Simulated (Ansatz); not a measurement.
Species: sum formula IrO3H3, net charge 0, singlet state. SMILES: [Ir]([OH])([OH])[OH]
Coordinates optimised at B3LYP-D3(BJ)/def2-TZVP (Ansatz, a program for electronic structure):
```xyz
7

Ir     0.0011     0.0000    -0.0093
O      1.8131    -0.3579    -0.0118
H      2.1027    -0.5726     0.8919
O     -0.5952     1.7108     0.3565
H     -0.6566     2.2027    -0.4815
O     -1.2198    -1.3393    -0.3656
H     -1.5124    -1.7425     0.4701
```
Charge 0, spin multiplicity 1.

Computed values are from Ansatz. Correlated levels leave the core frozen unless marked. UHF or UKS for open shells. No spin-orbit coupling. The frozen core is the preceding noble-gas configuration, with the filled d and f shells of earlier blocks. In def2 rows, elements after Kr have scalar-relativistic effective core potentials. CBS marks a two-point X^-3 extrapolation of the correlation energy; Hartree-Fock from the larger set. The bracket is a focal-point correction in the basis named.

The Hartree-Fock reference is unstable (checked in the largest basis), which strains HF and MP2. The T1 diagnostic of CCSD in the largest basis is 0.028, which is high, so the coupled-cluster rows are less sure than usual.

What is the dipole moment at CCSD(T)/def2-SVPD?

1.22 D.

What is the atomisation energy De at CCSD(T)/CBS(def2-TZVPP,def2-QZVPP)?

577.5 kcal/mol.

What is the total energy at CCSD(T)/CBS(def2-TZVPP,def2-QZVPP)?

-331.1470 Eh.

What is the vertical ionisation energy (to the doublet) at RI-MP2/CBS(def2-TZVPPD,def2-QZVPPD)+[CCSD(T)-MP2]/def2-TZVPPD?

9.18 eV.
